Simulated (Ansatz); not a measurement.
Reaction (formal loss of a carbene): `O[Si@H](Cl)C[Si@H](O)Cl` → `[CH2]` (triplet) + `O[Si@@H](Cl)[Si@@H](O)Cl`

Calculated with Ansatz (gas phase, PBE0-D4/def2-TZVP geometries, no zero-point term in ΔE). CCSD(T)/CBS is the MP2 limit (def2-TZVPP, def2-QZVPP) plus CCSD(T) − MP2 in def2-TZVPP, frozen cores. This one scheme is used for every species. DFT in def2-TZVPP. B3LYP here is the variant with VWN-RPA as its local correlation; programs differ in this. Triplets are unrestricted, without spin–orbit coupling. One conformer a species, not always the lowest.

```csv
level,ΔE (kJ/mol),difference from CCSD(T)/CBS
PBE-D4,516.1,-9.4
r2SCAN-D4,501.6,-23.9
PBE0-D4,514.7,-10.8
B3LYP-D4,510.8,-14.7
ωB97X-V,531.7,6.2
ωB97M-V,533.9,8.4
B2PLYP,510.7,-14.8
PBE,506.0,-19.5
r2SCAN,498.8,-26.7
B3LYP,494.7,-30.8
HF/def2-TZVPP,370.6,-154.9
SCS-MP2/def2-TZVPP,529.3,3.8
HF/def2-QZVPP,370.8,-154.7
MP2/def2-QZVPP,541.7,16.2
HF/CBS(def2),370.9,-154.6
MP2/CBS(def2),546.1,20.6
CCSD(T)/CBS,525.5,0
```

Largest T1 diagnostic among the species: 0.011.

In def2-TZVPP, CCSD(T) changes the Hartree–Fock value by +144.4 kJ/mol (the triples alone add +12.1 kJ/mol) and MP2 by +165.0 kJ/mol. The D4 term adds +16.0 kJ/mol with B3LYP and +8.7 kJ/mol with PBE0; it sums over pairs of atoms, weighted by their polarisabilities, and B3LYP, whose exchange is more repulsive, gets the larger term.
